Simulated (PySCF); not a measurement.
Does the answer move with the share of exact exchange?

CH7BGaN.
Bonds: B1–N2, N2–C3, N2–Ga4. Hydrogens: H5, H6 on B1; H7, H8, H9 on C3; H10, H11 on Ga4.

PySCF, def2-SVPD basis, density fitting, gas phase, PBE0-D3(BJ)/def2-SVP geometry; singlet excitations by full TDDFT with frozen cores, triplets by Tamm–Dancoff TDDFT and ionisation energies by ΔSCF, from the lowest of the holes tried. One functional is left out:

```
functional  exact exchange (%)  HOMO energy (eV)  LUMO energy (eV)  lowest singlet excitation (eV)  lowest triplet excitation (eV)  dipole moment (D)  mean polarisability (au)  vertical ionisation energy (eV)
       LDA                   0             -6.92             -2.54                            4.49                            4.21              1.649                      70.6                             9.92
       PBE                   0             -6.76             -2.28                            4.69                            4.25              1.616                      69.2                             9.86
     B3LYP                  20             -7.71             -1.71                            5.28                            4.67              1.556                      66.7                            10.29
 BHandHLYP                  50             -9.02             -0.66                            5.95                            5.33              1.506                      63.4                             9.71
```

**Question.** Predict the row of PBE0 (25 % exact exchange) by straight lines through the other rows, and check it.

**Answer.** 
```
                       property   line  computed  computed − line  B3LYP (20 %), for comparison
               HOMO energy (eV)  -7.93     -7.93             0.00                         -7.71
               LUMO energy (eV)  -1.54     -1.44            +0.10                         -1.71
 lowest singlet excitation (eV)   5.31      5.44            +0.13                          5.28
 lowest triplet excitation (eV)   4.78      4.83            +0.05                          4.67
              dipole moment (D)  1.562     1.579           +0.017                         1.556
       mean polarisability (au)   66.5      65.9             -0.6                          66.7
vertical ionisation energy (eV)   9.92      9.89            -0.03                         10.29
```

**Question.** Which of these properties follows the share of exact exchange most closely, and which least?

**Answer.** Most closely the lowest triplet excitation, least the vertical ionisation energy; the correlations over the tabulated rows are lowest triplet excitation 1.000, HOMO energy -0.998, LUMO energy 0.992, lowest singlet excitation 0.986, mean polarisability -0.979, dipole moment -0.956, vertical ionisation energy -0.278. The lowest triplet excitation moves by +0.220 eV for every 10 %. Functionals with the same share still differ in their other parts: at 0 % LDA and PBE differ by 0.04 eV in it.
